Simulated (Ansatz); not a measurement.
Reaction (redistribution): `[F][Ga]([Cl])[Cl]` + `[O]=[W]([F])([F])([F])[Cl]` → `[Cl][Ga]([Cl])[Cl]` + `[O]=[W]([F])([F])([F])[F]`

Calculated with Ansatz (gas phase, PBE0-D4/def2-TZVP geometries, no zero-point term in ΔE). CCSD(T)/CBS adds triple-zeta CCSD(T) − MP2 to the extrapolated MP2 energy (def2 sets, frozen cores). Functionals use def2-TZVPP. def2 core potentials past Kr. For Ga, W outer-core shells are correlated without core-valence functions, which leaves a few kJ/mol of doubt a bond. Scalar relativity is left out up to krypton.

`[F][Ga]([Cl])[Cl]`:

Z-matrix (Å, degrees):
```
Ga
F 1 1.733
Cl 1 2.104 2 118.3
Cl 1 2.104 2 118.3 3 180.0
```

`[O]=[W]([F])([F])([F])[Cl]`:

```xyz
6

O    -0.634    1.573   -0.346
W    -0.068    0.043    0.012
F     0.685    0.260    1.688
F    -0.615   -0.954   -1.448
F    -1.409   -0.859    0.916
Cl    2.041   -0.062   -0.822
```

`[Cl][Ga]([Cl])[Cl]`:

Z-matrix (Å, degrees):
```
Ga
Cl 1 2.112
Cl 1 2.112 2 120.0
Cl 1 2.112 2 120.0 3 180.0
```

`[O]=[W]([F])([F])([F])[F]`:

Cartesian coordinates in Å:
```
O -1.153 -0.762 -1.012
W -0.029 -0.019 -0.025
F 1.349 -1.238 0.145
F -0.504 -0.506 1.693
F -0.753 1.632 0.378
F 1.090 0.894 -1.178
```

```tsv
level	ΔE (kJ/mol)
B97M-V	-58.8
PBE	-55.2
r2SCANh	-58.8
BHLYP	-61.7
RPA@PBE/def2-TZVPP	-53.1
MP2/def2-SVP	-53.8
CCSD/def2-TZVPP	-58.0
HF/def2-QZVPP	-66.2
```

(1) What does CCSD(T)/CBS give? (An estimate is asked.)

Largest T1 diagnostic among the species: 0.021, so the coupled-cluster value is less sure than usual.

Results:

(1) The calculation gave: -55.1 kJ/mol. The listed levels differ from it by -3.7, -0.1, -3.7, -6.6, 2.0, 1.3, -2.9, -11.1 kJ/mol.

From BLYP to BHLYP (50 % exact exchange), in def2-TZVPP and without D4, ΔE moves by −6.5 kJ/mol. At CCSD(T), def2-SVP lies −5.3 kJ/mol from the extrapolated value and def2-TZVPP +0.9 kJ/mol. In def2-TZVPP, CCSD(T) changes the Hartree–Fock value by +14.4 kJ/mol (the triples alone add +3.8 kJ/mol) and MP2 by +23.0 kJ/mol.
